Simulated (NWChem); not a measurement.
System: CHCl2F; SMILES ClC(Cl)F

Parts of the log:

```
             Northwest Computational Chemistry Package (NWChem) 7.3.0
             --------------------------------------------------------

 CS  symmetry detected

                             Geometry "geometry" -> ""
                             -------------------------

 Output coordinates in angstroms (scale by  1.889725989 to convert to a.u.)

  No.       Tag          Charge          X              Y              Z
 ---- ---------------- ---------- -------------- -------------- --------------
    1 F                    9.0000     1.59328873    -0.16799246     0.00000000
    2 C                    6.0000     0.37861816     0.40834000     0.00000000
    3 Cl                  17.0000    -0.50254244    -0.07148926     1.48189200
    4 Cl                  17.0000    -0.50254244    -0.07148926    -1.48189200
    5 H                    1.0000     0.47513541     1.49252697     0.00000000

 Effective nuclear repulsion energy (a.u.)     209.1176417434

      Symmetry information
      --------------------

 Group name             Cs
 Group number              2
 Group order               2
 No. of unique centers     4

  xc_inp: hfexch multiplicative factor not found.

                                 NWChem DFT Module
                                 -----------------

 Summary of "ao basis" -> "ao basis" (spherical)
 ------------------------------------------------------------------------------
       Tag                 Description            Shells   Functions and Types
 ---------------- ------------------------------  ------  ---------------------
 F                           6-31g*                  6       14   3s2p1d
 C                           6-31g*                  6       14   3s2p1d
 Cl                          6-31g*                  8       18   4s3p1d
 H                           6-31g*                  2        2   2s

      Symmetry analysis of basis
      --------------------------

        a'         40
        a"         26

[...]

                                NWChem TDDFT Module
                                -------------------

            General Information
            -------------------
           No. of orbitals :     132
            Alpha orbitals :      66
             Beta orbitals :      66
        Alpha frozen cores :       0
         Beta frozen cores :       0
     Alpha frozen virtuals :       0
      Beta frozen virtuals :       0
         Spin multiplicity :       1
    Number of AO functions :      66
        Use of symmetry is : off
      Symmetry adaption is : on
         Schwarz screening :  0.10D-07

              XC Information
              --------------
              Hartree-Fock (Exact) Exchange   1.00

             TDDFT Information
             -----------------
          Calculation type : CIS
         Wavefunction type : Restricted singlets
          No. of electrons :      50
           Alpha electrons :      25
            Beta electrons :      25
              No. of roots :       6
          Max subspacesize :    5200
            Max iterations :     100
               Target root :       1
           Target symmetry : none
      Symmetry restriction : off
                 Algorithm : Optimal
        Davidson threshold :  0.10D-03

    6 smallest eigenvalue differences (eV)
--------------------------------------------------------
  No. Spin  Occ  Vir  Irrep   E(Occ)    E(Vir)   E(Diff)
--------------------------------------------------------
    1    1   25   26 a"       -0.463     0.133    16.206
    2    1   24   26 a'       -0.477     0.133    16.588
    3    1   23   26 a"       -0.482     0.133    16.738
    4    1   22   26 a'       -0.503     0.133    17.308
    5    1   25   27 a'       -0.463     0.195    17.906
    6    1   24   27 a"       -0.477     0.195    18.287
--------------------------------------------------------

  Entering Davidson iterations
  Restricted singlet excited states

  Iter   NTrls   NConv    DeltaV     DeltaE      Time
  ----  ------  ------  ---------  ---------  ---------
    1      6       0     0.11E+00   0.10+100        2.7
    2     12       0     0.53E-01   0.31E-01        2.8
    3     18       0     0.30E-01   0.64E-02        2.6
    4     24       0     0.28E-01   0.24E-02        2.6
    5     30       0     0.33E-01   0.25E-02        2.8
    6     36       0     0.21E-01   0.14E-02        2.7
    7     42       2     0.84E-02   0.41E-03        2.7
    8     46       4     0.27E-02   0.51E-04        2.6
    9     48       4     0.78E-03   0.31E-05        2.5
   10     50       5     0.33E-03   0.30E-06        2.5
   11     51       5     0.15E-03   0.41E-07        2.4
   12     52       6     0.98E-04   0.71E-08        2.4
  ----  ------  ------  ---------  ---------  ---------
  Convergence criterion met

  Ground state a'      -1056.822838503780 a.u.

  ----------------------------------------------------------------------------
  Root   1 singlet a"             0.296864187 a.u.                8.0781 eV
  ----------------------------------------------------------------------------
     Transition Moments    X  0.00000   Y  0.00000   Z  0.22373
     Dipole Oscillator Strength                    0.0099060392
     Electric Quadrupole                           0.0000000675
     Magnetic Dipole                               0.0000020584
     Total Oscillator Strength                     0.0099081651

[...]
```

Level: Hartree-Fock/6-31G* (spherical d), CIS. The geometry was optimised at B3LYP/6-31G* (spherical d).

Question: Which NWChem input produces such a log?

Answer: Several could match; the one computed here: the input that was run:
```
start job
memory heap 200 mb stack 900 mb global 1100 mb
geometry units angstroms noautoz
  F      1.595170    -0.180946     0.000000
  C      0.387231     0.409365     0.000000
  Cl    -0.499408    -0.060264    -1.481892
  Cl    -0.499408    -0.060264     1.481892
  H      0.496253     1.492366     0.000000
end
basis spherical
  * library 6-31g*
end
dft
  xc hfexch
  iterations 150
end
tddft
  cis
  nroots 6
  notriplet
end
task tddft energy
```
